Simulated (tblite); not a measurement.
Species: C₄H₆NOSi (doublet state).
SMILES with atom numbers: `[N:1]#[C:2][Si@@H:3]1[CH:4][CH2:5][O:6][CH2:7]1` (hydrogens: H8 on Si3; H9 on C4; H10, H11 on C5; H12, H13 on C7)

The geometry is computed with GFN2-xTB (gas phase). This method treats the open shell by occupation alone, without spin polarisation.

Question: What internal coordinates does the optimisation give?

Answer: 
```json
{"bond": "N1≡C2", "length (Å)": "1.145"}
{"bond": "C2–Si3", "length (Å)": "1.871"}
{"bond": "Si3–C4", "length (Å)": "1.843"}
{"bond": "C4–C5", "length (Å)": "1.477"}
{"bond": "C5–O6", "length (Å)": "1.405"}
{"bond": "O6–C7", "length (Å)": "1.424"}
{"bond": "Si3–C7", "length (Å)": "1.918"}
{"bond": "Si3–H8", "length (Å)": "1.465"}
{"bond": "C4–H9", "length (Å)": "1.074"}
{"bond": "C5–H10", "length (Å)": "1.099"}
{"bond": "C5–H11", "length (Å)": "1.110"}
{"bond": "C7–H12", "length (Å)": "1.089"}
{"bond": "C7–H13", "length (Å)": "1.099"}
```

A selection of angles:
```json
{"angle": "N1–C2–Si3", "degrees": "178.6"}
{"angle": "C2–Si3–C4", "degrees": "113.2"}
{"angle": "C2–Si3–C7", "degrees": "110.6"}
{"angle": "C2–Si3–H8", "degrees": "107.8"}
{"angle": "C4–Si3–C7", "degrees": "88.9"}
{"angle": "C4–Si3–H8", "degrees": "119.8"}
{"angle": "C7–Si3–H8", "degrees": "115.6"}
{"angle": "Si3–C4–C5", "degrees": "109.3"}
{"angle": "Si3–C4–H9", "degrees": "132.0"}
{"angle": "C5–C4–H9", "degrees": "118.6"}
{"angle": "C4–C5–O6", "degrees": "112.6"}
{"angle": "C4–C5–H10", "degrees": "112.4"}
{"angle": "C4–C5–H11", "degrees": "109.1"}
{"angle": "O6–C5–H10", "degrees": "106.6"}
{"angle": "O6–C5–H11", "degrees": "109.8"}
{"angle": "H10–C5–H11", "degrees": "106.2"}
{"angle": "C5–O6–C7", "degrees": "113.0"}
{"angle": "O6–C7–H12", "degrees": "106.0"}
{"angle": "O6–C7–H13", "degrees": "109.6"}
{"angle": "Si3–C7–O6", "degrees": "105.7"}
{"angle": "Si3–C7–H12", "degrees": "114.9"}
{"angle": "Si3–C7–H13", "degrees": "112.7"}
{"angle": "H12–C7–H13", "degrees": "107.7"}
```

Torsions: C2–Si3–C4–C5 -118° (anticlinal); Si3–C4–C5–O6 -12° (synperiplanar); C4–C5–O6–C7 32° (synclinal); C5–O6–C7–Si3 -35° (synclinal); C2–Si3–C7–O6 137° (anticlinal).

C4 (carbon bonded to C, Si and H) is planar (angles 132.0°, 118.6° and 109.3°, sum 359.9°, 0.03 Å off the plane of its three neighbours). Si3 (silicon bonded to 3 C and H) has angles from 88.9° to 119.8°. The 5-membered ring Si3–C4–C5–O6–C7 has internal angles of 88.9° to 113.0° (sum 529°, against 540° for a flat polygon); it is puckered, 0.14 Å rms from its mean plane, widest ring torsion 35°. The C–Si distances run from 1.843 Å (Si3–C4, drawn single) to 1.918 Å (Si3–C7, drawn single), a spread of 0.075 Å.

Point group: C1 (no symmetry element, even within 0.4 Å). Its GFN2-xTB frequencies are all real (lowest 72 cm⁻¹).

Hardware: one thread, Arm Neoverse V2 (aarch64), shared host with 96 logical CPUs at a one-minute load of 31. Cost: 0.45 s of wall time. That covers the optimisation of the geometry.

One conformer stands for the species.
